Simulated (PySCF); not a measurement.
2-chloro-3,3-difluoroprop-1-ene (C3H3ClF2), SMILES C=C(Cl)C(F)F.

Geometry: PBE0-D3(BJ)/def2-SVP. The values are those of a single conformer.

Level of theory: PBE0-D3(BJ)/def2-SVP (PySCF).

Frequencies are harmonic and unscaled.

Computed normal modes with their intensities:
```json
[
 {"mode": "1", "ν (cm⁻¹)": "70", "IR (km/mol)": "1.6", "Raman (Å⁴/amu)": "2.0", "depolarisation": "0.75", "moving atoms (share of kinetic energy)": "F 56 %, C 22 %, Cl 14 %"},
 {"mode": "2", "ν (cm⁻¹)": "208", "IR (km/mol)": "0.5", "Raman (Å⁴/amu)": "1.2", "depolarisation": "0.75", "moving atoms (share of kinetic energy)": "F 52 %, Cl 29 %, C 16 %"},
 {"mode": "3", "ν (cm⁻¹)": "303", "IR (km/mol)": "6.3", "Raman (Å⁴/amu)": "3.1", "depolarisation": "0.71", "moving atoms (share of kinetic energy)": "C 54 %, F 24 %, H 17 %"},
 {"mode": "4", "ν (cm⁻¹)": "352", "IR (km/mol)": "0.1", "Raman (Å⁴/amu)": "3.1", "depolarisation": "0.74", "moving atoms (share of kinetic energy)": "C 38 %, F 33 %, H 16 %, Cl 13 %"},
 {"mode": "5", "ν (cm⁻¹)": "444", "IR (km/mol)": "4.0", "Raman (Å⁴/amu)": "3.1", "depolarisation": "0.43", "moving atoms (share of kinetic energy)": "Cl 33 %, F 30 %, C 23 %, H 14 %"},
 {"mode": "6", "ν (cm⁻¹)": "545", "IR (km/mol)": "3.3", "Raman (Å⁴/amu)": "2.1", "depolarisation": "0.73", "moving atoms (share of kinetic energy)": "F 61 %, C 34 %"},
 {"mode": "7", "ν (cm⁻¹)": "640", "IR (km/mol)": "12.3", "Raman (Å⁴/amu)": "5.0", "depolarisation": "0.19", "moving atoms (share of kinetic energy)": "C 49 %, F 34 %, H 9 %"},
 {"mode": "8", "ν (cm⁻¹)": "721", "IR (km/mol)": "5.8", "Raman (Å⁴/amu)": "4.0", "depolarisation": "0.44", "moving atoms (share of kinetic energy)": "H 84 %, C 11 %"},
 {"mode": "9", "ν (cm⁻¹)": "798", "IR (km/mol)": "28.0", "Raman (Å⁴/amu)": "2.0", "depolarisation": "0.44", "moving atoms (share of kinetic energy)": "C 46 %, H 37 %, Cl 9 %, F 8 %"},
 {"mode": "10", "ν (cm⁻¹)": "934", "IR (km/mol)": "43.8", "Raman (Å⁴/amu)": "1.3", "depolarisation": "0.72", "moving atoms (share of kinetic energy)": "H 73 %, C 27 %"},
 {"mode": "11", "ν (cm⁻¹)": "960", "IR (km/mol)": "27.6", "Raman (Å⁴/amu)": "2.7", "depolarisation": "0.25", "moving atoms (share of kinetic energy)": "C 61 %, H 37 %"},
 {"mode": "12", "ν (cm⁻¹)": "1132", "IR (km/mol)": "121.5", "Raman (Å⁴/amu)": "2.2", "depolarisation": "0.18", "moving atoms (share of kinetic energy)": "C 60 %, F 21 %, H 18 %"},
 {"mode": "13", "ν (cm⁻¹)": "1177", "IR (km/mol)": "184.1", "Raman (Å⁴/amu)": "2.6", "depolarisation": "0.72", "moving atoms (share of kinetic energy)": "C 57 %, F 32 %, H 12 %"},
 {"mode": "14", "ν (cm⁻¹)": "1211", "IR (km/mol)": "21.9", "Raman (Å⁴/amu)": "2.3", "depolarisation": "0.73", "moving atoms (share of kinetic energy)": "C 47 %, H 38 %, F 14 %"},
 {"mode": "15", "ν (cm⁻¹)": "1378", "IR (km/mol)": "1.1", "Raman (Å⁴/amu)": "12.4", "depolarisation": "0.54", "moving atoms (share of kinetic energy)": "H 87 %, C 13 %"},
 {"mode": "16", "ν (cm⁻¹)": "1395", "IR (km/mol)": "27.5", "Raman (Å⁴/amu)": "4.9", "depolarisation": "0.75", "moving atoms (share of kinetic energy)": "H 81 %, C 17 %"},
 {"mode": "17", "ν (cm⁻¹)": "1422", "IR (km/mol)": "80.1", "Raman (Å⁴/amu)": "6.5", "depolarisation": "0.54", "moving atoms (share of kinetic energy)": "H 54 %, C 44 %"},
 {"mode": "18", "ν (cm⁻¹)": "1741", "IR (km/mol)": "30.2", "Raman (Å⁴/amu)": "26.8", "depolarisation": "0.15", "moving atoms (share of kinetic energy)": "C 93 %"},
 {"mode": "19", "ν (cm⁻¹)": "3089", "IR (km/mol)": "30.7", "Raman (Å⁴/amu)": "105.4", "depolarisation": "0.23", "moving atoms (share of kinetic energy)": "H 92 %"},
 {"mode": "20", "ν (cm⁻¹)": "3193", "IR (km/mol)": "2.2", "Raman (Å⁴/amu)": "96.1", "depolarisation": "0.10", "moving atoms (share of kinetic energy)": "H 94 %"},
 {"mode": "21", "ν (cm⁻¹)": "3307", "IR (km/mol)": "1.8", "Raman (Å⁴/amu)": "62.7", "depolarisation": "0.75", "moving atoms (share of kinetic energy)": "H 89 %, C 11 %"}
]
```
